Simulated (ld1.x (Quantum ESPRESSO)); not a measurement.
PBE ultrasoft dataset for helium, scalar-relativistic all-electron reference.

* Element: He (Z = 2)
* Generator: ld1.x (Quantum ESPRESSO) 7.5
* Type: ultrasoft
* Functional: PBE
* Relativity: scalar-relativistic
* Frozen core: none
* Valence charge: 2
* Reference configuration: 1s2
* Partial waves: 1s (bound): rcut 0.35, rcutus 0.45 bohr; 1s channel at -0.85 Ry: rcut 0.35, rcutus 0.45 bohr; 2p channel at -0.15 Ry: rcut 0.30, rcutus 0.40 bohr; 2p channel at 1.7 Ry: rcut 0.30, rcutus 0.40 bohr
* Local potential: all-electron potential smoothed inside 0.40 bohr (lloc = -1)
* Core correction: none
* Augmentation charge: built from norm-conserving waves at rcut, not smoothed further

All-electron outer shells of the reference configuration (PBE, scalar-relativistic, ld1.x):

| shell | level (eV) | outermost node (bohr) | outermost maximum (bohr) |
| --- | --- | --- | --- |
| 1s | -15.76 | – | 0.56 |

Question: Does the generator finish with these settings?

Answer: Yes, a potential is produced and its reference levels are reproduced.

Question: Tests: 1s1; 1s1.5. Which has the largest error in its energy relative to the reference configuration, and how large is it?

Answer: 1s1, with +1.1 meV (all-electron minus pseudo) on +26.96 eV.

The ghost test of this file was not conclusive.
